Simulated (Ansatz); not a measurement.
Stepwise reaction of `[CH3][In]([Br])[Br]` with hydrogen, as a gas-phase model of exchange steps in deposition or etching. ΔE in kJ/mol.

Calculated with Ansatz (gas phase, PBE0-D4/def2-TZVP geometries, no zero-point term in ΔE). CCSD(T)/CBS is the MP2 limit (def2-TZVPP, def2-QZVPP) plus CCSD(T) − MP2 in def2-TZVPP, frozen cores. This one scheme is used for every species. Functionals use def2-TZVPP. B3LYP here is the variant with VWN-RPA as its local correlation; programs differ in this. def2 core potentials past Kr. For Br, In outer-core shells are correlated without core-valence functions, which leaves a few kJ/mol of doubt a bond. Scalar relativity is left out up to krypton.

```csv
step,reaction,PBE-D4,B3LYP-D4,ωB97M-V,CCSD(T)/CBS
2,`[CH3][InH][Br]` + H₂ → `[CH3][InH2]` + HBr,137.0,139.3,135.7,144.7
```

Give the row of step 1, `[CH3][In]([Br])[Br]` + H₂ → `[CH3][InH][Br]` + HBr. (Best estimate.)

The calculation gave: 
```tsv
step	reaction	PBE-D4	B3LYP-D4	ωB97M-V	CCSD(T)/CBS
1	`[CH3][In]([Br])[Br]` + H₂ → `[CH3][InH][Br]` + HBr	117.8	120.7	116.6	125.1
```

By hand: ΔE of the 2 steps together at CCSD(T)/CBS.

(125.1) + (144.7) = 269.8 kJ/mol, or 134.9 kJ/mol a step.

In ΔE each step is higher than the one before. All are uphill at CCSD(T)/CBS. PBE-D4 differs from CCSD(T)/CBS by -7.7 to -7.3 kJ/mol a step. Isolated molecules leave out the surface, adducts and barriers. Largest T1 diagnostic: 0.013.
